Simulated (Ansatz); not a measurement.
H11Si6 (SMILES [SiH]1[SiH2][SiH2][SiH2][SiH2][SiH2]1), doublet, at a GFN2-xTB geometry; SVWN5/STO-3G (Ansatz, a first-principles code).

The Ansatz input:
Ansatz 0.2 input:
```yaml
crystal:
  periodic: [false, false, false]
  atoms:
    - {symbol: Si, position_ang: [-2.00928681, 0.31082660, 1.04009462]}
    - {symbol: Si, position_ang: [-0.99917176, 1.88841840, -0.30786964]}
    - {symbol: Si, position_ang: [1.33189105, 1.86714352, -0.19955031]}
    - {symbol: Si, position_ang: [2.16544122, -0.29385339, -0.43750807]}
    - {symbol: Si, position_ang: [0.52549777, -1.90244534, -0.79030876]}
    - {symbol: Si, position_ang: [-1.22044177, -1.84448819, 0.75266407]}
    - {symbol: H, position_ang: [-1.87499552, 0.71935075, 2.45827646]}
    - {symbol: H, position_ang: [-1.55553093, 3.23387203, -0.11514543]}
    - {symbol: H, position_ang: [-1.38026573, 1.55425403, -1.69439246]}
    - {symbol: H, position_ang: [1.70927656, 2.39928772, 1.12036694]}
    - {symbol: H, position_ang: [1.97417437, 2.80156719, -1.13565077]}
    - {symbol: H, position_ang: [3.19097114, -0.33738215, -1.48875925]}
    - {symbol: H, position_ang: [2.91262466, -0.65638541, 0.77738508]}
    - {symbol: H, position_ang: [1.09306438, -3.24634636, -0.95936981]}
    - {symbol: H, position_ang: [-0.08846579, -1.63116720, -2.10228082]}
    - {symbol: H, position_ang: [-0.77260544, -2.47247584, 2.00725274]}
    - {symbol: H, position_ang: [-2.32326312, -2.72299726, 0.32701094]}
basis:
  gaussian:
    orbitals: STO-3G
hamiltonian:
  xc: {name: SVWN5}
magnetization: {spin_polarized: true, initial_magnetization: 1}
```

What the program printed (banner, timings and long lists left out):

```
Functional definition: SVWN5
731 factors; integrals over basis functions are off by at most 4.8e-5 eV
mean field evaluation 1: about -46699.5292 eV, gradient 1.9e1 eV
mean field evaluation 2: about -46699.1161 eV, gradient 2.0e1 eV
mean field evaluation 4: about -46702.0475 eV, gradient 6.2e-1 eV
mean field evaluation 8: about -46701.9593 eV, gradient 9.8e-3 eV
mean field -46701.95925819 eV, -1716.2653470137 hartree, gradient 3.1e-5 eV, S^2 0.751080; 0 other end points of the search recorded, 0 dependent functions left out
reference -46701.95928673 eV, -1716.2653480624 hartree; 48, 47 occupied and 17, 18 virtual orbitals, 731 factors
Total energy: -46701.95928673 eV, -1716.2653480624 hartree
```
